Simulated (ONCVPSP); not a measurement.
## nitrogen (N), ONCV: configuration errors across variants

| Property | Result |
| --- | --- |
| Element | nitrogen |
| Generator | ONCVPSP 4.0.1 |
| Type | optimised norm-conserving Vanderbilt (ONCV) |
| Functional | PBEsol |
| Relativity | non-relativistic |
| Frozen core | none |
| Valence charge | 7 |
| Reference configuration | 1s2 2s2 2p3 |
| Partial waves | 1s+2s: rc 0.40 bohr, ncon 4, nbas 9, qcut 29.5 1/bohr, 2 projectors; 2p: rc 2.10 bohr, ncon 4, nbas 7, qcut 7.5 1/bohr, 1 projector; d scattering state at 0.06 Ha: rc 1.60 bohr, ncon 4, nbas 8, qcut 6 1/bohr, 2 projectors, debl 1.1 Ha |
| Local potential | polynomial inside 0.30 bohr (lpopt 5, dvloc0 2 Ha) |
| Core correction | none |

All-electron excitation energies from the reference (eV): (1) 1s2 2s2 2p2 13.527; (2) 1s2 2s2 2p1 42.269; (3) 1s2 2s2 2p0 89.156; (4) 1s2 2s1 2p4 11.404.

A true bound ghost makes a file unfit for plane-wave use even where its test errors are small: the radial tests pick states by their node count and pass the ghost by.

Errors AE − PS in meV (a dash: test not solved or not reliable):

| change | (1) | (2) | (3) | (4) | bound ghosts | GHOST(+) flags above zero |
| --- | --- | --- | --- | --- | --- | --- |
| base | +46 | +419 | +1619 | -18 | d | p |
| s: qcut 18.6; p: qcut 4.7; d: qcut 3.8 | +108 | +901 | +3102 | -39 | d | p |
| s: qcut 23.6; p: qcut 6; d: qcut 4.8 | +69 | +599 | +2204 | -26 | d | p |
| s: qcut 26.6; p: qcut 6.8; d: qcut 5.4 | +55 | +493 | +1864 | -21 | d | p |
| s: qcut 29.1; p: qcut 7.4; d: qcut 5.9 | +47 | +430 | +1654 | -18 | d | p |
| s: qcut 31.7; p: qcut 8; d: qcut 6.4 | +40 | +370 | +1453 | -16 | d | p |
| s: qcut 34.6; p: qcut 8.8; d: qcut 7 | +32 | +305 | +1235 | -13 | d | p |
| s: qcut 37; p: qcut 9.4; d: qcut 7.5 | +31 | +297 | +1208 | -13 | d | p |
| s: qcut 40; p: qcut 10.2; d: qcut 8.1 | +28 | +275 | +1121 | -12 | none | p, d |
| s: qcut 42.5; p: qcut 10.8; d: qcut 8.6 | +27 | +264 | +1088 | -12 | none | p, d |

Problem. Give the same row for: s: qcut 22.1; p: qcut 5.6; d: qcut 4.5.

Solution. +79, +675, +2435, -29; bound ghosts: d; GHOST(+) flags above zero: p.
